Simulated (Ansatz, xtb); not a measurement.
## Relative energy of two isomers of F2H2S2Si

Structure X: `F[Si](F)(S)S`, a singlet. Structure Y: `F[SiH](F)SS`, a singlet. Both are isolated molecules in the gas phase, relaxed with PBE0-D4/def2-SVP; the shapes shown needn't be the lowest conformers.

X (Å):

```xyz
7

F     0.8555   -1.5094    1.0717
F    -0.8840   -1.2558   -0.7869
S    -0.8595    1.0985    1.1001
S     1.7773    0.3652   -1.0485
Si    0.1893   -0.4271    0.0857
H    -1.9995    0.3734    1.1684
H     0.9823    1.2873   -1.6361
```

Y (Å):

```xyz
7

F     0.4472   -0.6002    0.7300
F     0.3134   -1.9628   -1.4663
S    -2.2358   -1.9850    0.1475
S    -2.9684   -0.2973    1.1621
Si   -0.5052   -0.9470   -0.5223
H    -0.8048    0.3019   -1.2453
H    -2.3051   -0.5000    2.3258
```

Problem. Estimate E(Y) − E(X) at the level CCSD(T)/def2-SVP + ΔMP2/def2-TZVPP.

Solution. Calculated at CCSD(T)/def2-SVP + ΔMP2/def2-TZVPP: E(Y) − E(X) = +1.061 eV, so structure X lies lower.

The same difference at several levels:

| level | geometry | E(Y) − E(X) (eV) | departure from the last row (eV) | job, with rough time for the two |
| --- | --- | --- | --- | --- |
| PBE0-D4/def2-SVP | PBE0-D4/def2-SVP | +1.190 | +0.129 | optimisation, 61 s |
| HF/def2-SVP | PBE0-D4/def2-SVP | +1.190 | +0.129 | part of the CCSD(T) run |
| MP2/def2-SVP | PBE0-D4/def2-SVP | +1.252 | +0.191 | part of the CCSD(T) run |
| CCSD(T)/def2-SVP | PBE0-D4/def2-SVP | +1.181 | +0.120 | single point |
| CCSD(T)/def2-SVP + ΔMP2/def2-TZVPP | PBE0-D4/def2-SVP | +1.061 |  | single point, 21 s |

As drawn, Y has 1 S–S, 1 Si–H in place of 1 S–Si, 1 S–H.

None of the levels shown reverses the order. The largest departure from CCSD(T)/def2-SVP + ΔMP2/def2-TZVPP is that of MP2/def2-SVP, 0.191 eV. Levels run at GFN2-xTB geometries aren't shown. The last row adds to CCSD(T) the change of the MP2 difference between the two basis sets, here −0.120 eV.

With harmonic frequencies from PBE0-D4/def2-SVP (ideal gas, rigid rotor, one conformer each, 298.15 K, 1 atm): the zero-point term adds +0.020 eV; ΔH is +1.070 and ΔG +1.076 eV.

The correlated steps freeze 17 core orbitals. Programs: Ansatz 0.2.0; the last row on 2 threads of Arm Neoverse V1 on a shared host.
